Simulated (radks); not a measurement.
Results of a calculation; reference values are marked as such.
Spin polarisation of the 6p1 shell in neutral thallium. Start: [Hg] 6p(up 0.5, down 0.5); electrons of 6p are moved from spin down to spin up, other shells keep equal spins. Level of theory: scalar-relativistic Kohn-Sham, r2SCAN, spin-polarised, spherical densities, finite nucleus; meta-GGA in the generalised Kohn-Sham scheme; Fermi nuclear charge, rms radius of each element as measured or else 0.836 A^(1/3) + 0.57 fm (a radial shooting solver on a logarithmic mesh with Libxc functionals).

| moment (Bohr magnetons) | E - E(0) (eV) | e(6p up) (eV) | e(6p down) (eV) | 6s down minus up (eV) |
|---|---|---|---|---|
| 0 | 0.000 | -2.272 | -2.272 | 0.000 |
| 0.25 | -0.015 | -2.388 | -2.142 | 0.177 |
| 0.5 | -0.062 | -2.492 | -1.994 | 0.354 |
| 0.75 | -0.140 | -2.585 | -1.816 | 0.527 |
| 1 | -0.258 | -2.672 | -1.444 | 0.691 |

At moment 1 the spin-polarisation energy is -0.258 eV and the 6p exchange splitting 1.229 eV, that is 1.229 eV per Bohr magneton; E = -I m^2/4 would give I = 1.034 eV.
